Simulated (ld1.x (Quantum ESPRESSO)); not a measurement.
# What one change does to a pseudopotential (Au (Z = 79), TM)

```
Element                 : Au
Generator               : ld1.x (Quantum ESPRESSO) 7.5
Type                    : norm-conserving Troullier–Martins (Kleinman–Bylander form)
Functional              : PBE
Relativity              : scalar-relativistic
Frozen core             : [Xe] 4f14
Valence charge          : 11
Reference configuration : 5d10 6s0 6p1
Partial waves           : 6s (bound, empty): rc 2.40 bohr; 6p (bound): rc 3.80 bohr; 5d (bound): rc 2.05 bohr
Local potential         : all-electron potential smoothed inside 2.75 bohr (lloc = -1)
Core correction         : Bessel-smoothed model core inside 2.00 bohr
```

Change: all radii but the core radius scaled by about 1.22 (s 2.92, p 4.62, d 2.50 bohr); local potential all-electron potential smoothed inside 3.34 bohr (lloc = -1).

Cutoffs: the cutoffs (Ry, on a coarse ladder) from which the occupation-weighted sum of valence levels, in a spherical-Bessel basis at the reference potential, stays within 10 and 1 mRy of its value at 400 Ry; they do not see the model core or the augmentation charge, which bear on the density cutoff. Errors are all-electron minus pseudo energies relative to the spin-unpolarised reference configuration.

Problem. Predict the effect on cutoff, ghosts and configuration errors.

Solution. The potential gets softer (45 Ry and 60 Ry → 35 Ry and 55 Ry); of the 7 tests that both files solve, the error grows in 4 and shrinks in 3 by more than 15 % and 0.3 meV (median size 61.9 → 22.1 meV); neither file shows a bound ghost. A larger radius leaves more room for a smooth pseudo-wave, so fewer plane waves are needed.

| quantity | base | changed |
| --- | --- | --- |
| cutoff, loose | 45 Ry | 35 Ry |
| cutoff, tight | 60 Ry | 55 Ry |
| loose cutoff by channel (10 mRy a level) | p 6 Ry, d 35 Ry | p 6 Ry, d 30 Ry |
| bound ghosts | none | none |
| error for 5d10 6s1 6p0, meV [ΔE -5.25 eV] | +1.6 | +6.5 |
| error for 5d10 6s0 6p0, meV [ΔE 4.16 eV] | -6.6 | -10 |
| error for 5d9 6s0 6p0, meV [ΔE 25.37 eV] | -69 | -137 |
| error for 5d9 6s1 6p0, meV [ΔE 6.88 eV] | -51 | -38 |
| error for 5d7 6s0 6p0, meV [ΔE 106.96 eV] | -896 | -1187 |
| error for 5d9 6s2 6p0, meV [ΔE -3.56 eV] | -72 | +0.8 |
| error for 5d9 6s1 6p1, meV [ΔE 2.25 eV] | -62 | -22 |
